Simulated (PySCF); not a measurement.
**Radial density of Cs⁴⁴⁺ (caesium, charge +44)**

UHF, [Ne] 3s1, 2S determinant. Computed with PySCF 2.14 in an even-tempered Gaussian basis (18 s from 8.8 bohr⁻², ratio 2.2; 12 p from 11 bohr⁻², ratio 2.2; 5 d from 42 bohr⁻², ratio 2.4; 4 f from 63 bohr⁻², ratio 2.4; 4 g from 95 bohr⁻², ratio 2.4), with the non-relativistic Hamiltonian (point nucleus).

```csv
r (bohr),4πr²ρ (e/bohr),4πr²(ρα − ρβ)
0.000531,0.3903,0.0050
0.000893,1.061,0.0137
0.00150,2.808,0.0362
0.00253,7.099,0.0912
0.00425,16.62,0.2112
0.00715,34.23,0.4206
0.0120,56.99,0.6267
0.0202,68.11,0.4796
0.0340,57.72,0.0050
0.0572,65.06,0.9419
0.0962,74.78,1.4191
0.162,24.81,0.5394
0.272,5.786,4.9143
0.458,0.6417,0.6408
0.770,0.001307,0.0013
```

A non-relativistic calculation at this Z misses sizeable relativistic shifts. Spin-orbit coupling, which splits the p, d and f shells strongly at this Z, is absent.
